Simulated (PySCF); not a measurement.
Bonding in `CO[Si@@H](O[SiH3])[SiH2]Cl`

Compound: CH9ClO2Si3.
Numbering: `[CH3:1][O:2][Si@@H:3]([O:4][SiH3:5])[SiH2:6][Cl:7]` (hydrogens: H8, H9, H10 on C1; H11 on Si3; H12, H13, H14 on Si5; H15, H16 on Si6)

Cartesian coordinates in Å at the GFN2-xTB level; atoms count from 1:
```
atom  x, y, z in Å
C1    -1.5931   -1.9709    0.0683
O2    -1.1358   -0.7906    0.6617
Si3    0.3720   -0.1949    0.6583
O4     0.9767   -0.1564   -0.8505
Si5    1.2328    0.3200   -2.3779
Si6   -0.0543    1.8841    1.5027
Cl7    1.6557    2.9670    1.5114
H8    -1.2956   -2.8351    0.6659
H9    -1.1834   -2.0799   -0.9381
H10   -2.6814   -1.9250    0.0154
H11    1.3307   -1.1054    1.2952
H12    0.9464    1.7512   -2.4615
H13    0.3187   -0.4592   -3.2160
H14    2.6323    0.0010   -2.6429
H15   -1.0240    2.7287    0.7875
H16   -0.5053    1.8743    2.8997
```

Bond orders from the PBE0/pcSseg-1 density (PySCF). Geometry: GFN2-xTB, one conformer, isolated molecule. GFN2-xTB frequencies show an imaginary mode (25i cm⁻¹), so this geometry is no minimum at that level.

(1) How far do the computed orders between heavy atoms stray from the drawn ones?

(2) Set the Mayer orders of the bonds beside their lengths.

Answers

(1) The largest departure is 0.117, at C1–O2 (drawn single, 0.883) and Si3–Si6 (drawn single, 0.883).

(2) 
```tsv
bond	drawn as	length (Å)	Mayer order
C1–O2	single	1.398	0.883
O2–Si3	single	1.621	0.995
Si3–O4	single	1.626	0.920
O4–Si5	single	1.620	0.921
Si3–Si6	single	2.284	0.883
Si6–Cl7	single	2.024	0.913
C1–H8	single	1.092	0.969
C1–H9	single	1.092	0.963
C1–H10	single	1.090	0.971
Si3–H11	single	1.468	0.885
Si5–H12	single	1.462	0.925
Si5–H13	single	1.465	0.921
Si5–H14	single	1.460	0.933
Si6–H15	single	1.471	0.930
Si6–H16	single	1.468	0.922
```

Bonds between the same two heavy elements. O–Si: lowest Si3–O4 and O4–Si5 (0.920, 1.626 Å), highest O2–Si3 (0.995, 1.621 Å). Bonds named together lie within 0.004.

Q: Sum the orders of all bonds at each heavy atom with more than one neighbour and set the sums beside the valence in the SMILES.

A: C1 3.786 (drawn 4), O2 1.878 (drawn 2), Si3 3.683 (drawn 4), O4 1.841 (drawn 2), Si5 3.700 (drawn 4), Si6 3.648 (drawn 4). Orders between atoms that aren't bonded are not in these sums.

For a closed shell the Mayer order of atoms A and B is Σ (PS)μν (PS)νμ over the basis functions μ on A and ν on B, with P the density and S the overlap matrix.

These values come from a run that also computed NMR shieldings. The run took 59 s wall on Arm Neoverse N1, one thread, shared host with 64 logical CPUs at a one-minute load of 58, and the process peaked at 0.86 GiB of memory.
